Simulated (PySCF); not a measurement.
Gas-phase XPS of 2-hexanone, computed

Species: 2-hexanone, C6H12O.
Z-matrix (Å and degrees, PBE0-D3(BJ)/def2-SVP geometry), rows numbered from 1:
```
C 
C   1  1.5202
C   2  1.5220  1  113.20
C   3  1.5165  2  113.39  1   180.00
C   4  1.5148  3  114.09  2  -179.83
C   5  1.5102  4  116.46  3   179.99
O   5  1.2078  4  121.81  3    -0.02
H   1  1.1018  2  111.19  3    59.69
H   1  1.1006  2  111.72  3   179.97
H   1  1.1018  2  111.19  3   -59.75
H   2  1.1049  1  109.59  3   122.31
H   2  1.1049  1  109.58  3  -122.32
H   3  1.1029  2  110.06  1   -57.63
H   3  1.1029  2  110.07  1    57.66
H   4  1.1061  3  111.12  2   -57.79
H   4  1.1061  3  111.13  2    58.07
H   6  1.0969  5  109.75  4  -179.89
H   6  1.1016  5  110.40  4    59.07
H   6  1.1016  5  110.42  4   -58.82
```

Method used: PySCF, delta-SCF UKS SCAN, pcX-2 on the ionised atom, pcseg-1 elsewhere, spin-free X2C. Vertical ΔSCF values, vacuum level as zero.

**Question.** List the computed XPS lines with their assignment.

**Answer.** 
| atom(s) | environment | level | binding energy (eV) | above the level's lowest (eV) | count |
| --- | --- | --- | --- | --- | --- |
| C3 | chain CH2 carbon | C 1s | 290.45 | 0.00 | 1 |
| C1 | methyl carbon | C 1s | 290.54 | +0.09 | 1 |
| C2 | chain CH2 carbon | C 1s | 290.57 | +0.12 | 1 |
| C4 | sp3 carbon next to a carbonyl | C 1s | 290.81 | +0.36 | 1 |
| C6 | methyl carbon next to a carbonyl | C 1s | 291.02 | +0.57 | 1 |
| C5 | ketone carbonyl carbon | C 1s | 293.25 | +2.80 | 1 |
| O7 | ketone oxygen | O 1s | 537.53 | 0.00 | 1 |

The listed C 1s values span 2.80 eV, from C3 (bonded to 2 C and 2 H) to C5 (bonded to O (double bond) and 2 C). Summing the Pauling electronegativity differences to the bonded atoms, each weighted by its formal bond order, gives -0.70 for the lowest site and +1.78 for the highest; no listed site has a larger sum than the highest. The smallest sum, -1.05, belongs to C1, 0.09 eV above the lowest. The values 290.54 and 290.57 eV lie too close for their order to be trusted.

**Question.** Which effective nuclear charge Zeff reproduces each element's mean 1s value in the hydrogen-like formula E = 13.606 eV × Zeff²?

**Answer.** C (Z = 6): mean 291.1 eV, Zeff = 4.63, Z − Zeff = 1.37; O (Z = 8): mean 537.5 eV, Zeff = 6.29, Z − Zeff = 1.71. Means run over the listed sites, weighted by atom count.

Geometry: PBE0-D3(BJ)/def2-SVP, one conformer, isolated molecule.

On Arm Neoverse V2, one thread, on a shared host, this took 60 s of wall time.
